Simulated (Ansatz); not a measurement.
```yaml
atoms:
  - { symbol: C, position_ang: [0.0000, 0.0000, 0.0000] }
  - { symbol: C, position_ang: [0.0000, 0.8556, 1.2684] }
  - { symbol: C, position_ang: [0.0000, 0.0000, 2.5368] }
  - { symbol: C, position_ang: [0.0000, 0.8556, 3.8053] }
  - { symbol: C, position_ang: [0.0000, 0.0000, 5.0737] }
  - { symbol: H, position_ang: [0.0000, 0.6484, -0.8762] }
  - { symbol: H, position_ang: [0.8898, -0.6294, -0.0144] }
  - { symbol: H, position_ang: [-0.8898, -0.6294, -0.0144] }
  - { symbol: H, position_ang: [-0.8818, 1.4963, 1.2684] }
  - { symbol: H, position_ang: [0.8818, 1.4963, 1.2684] }
  - { symbol: H, position_ang: [0.8818, -0.6407, 2.5368] }
  - { symbol: H, position_ang: [-0.8818, -0.6407, 2.5368] }
  - { symbol: H, position_ang: [-0.8818, 1.4963, 3.8053] }
  - { symbol: H, position_ang: [0.8818, 1.4963, 3.8053] }
  - { symbol: H, position_ang: [0.0000, 0.6484, 5.9499] }
  - { symbol: H, position_ang: [-0.8898, -0.6294, 5.0881] }
  - { symbol: H, position_ang: [0.8898, -0.6294, 5.0881] }
```

Basis set: 6-31G* (spherical functions). Frozen core: 5 orbitals. Charge 0, multiplicity 1.

Computed with Ansatz (development build ahead of 0.2.0); each method stands on the lowest determinant of its kind that the runs found. Restricted open shells among the atoms or ions are ROHF, correlated in semicanonical orbitals with singles.

Question: Give the atomization energy at this shape (free ground-state atoms in the same class of orbitals less the molecule, no zero-point energy) of singlet C5H12 by RHF-MP2, RHF.

Answer:

```
 method  atomization energy
RHF-MP2            63.92 eV
    RHF            53.54 eV
```
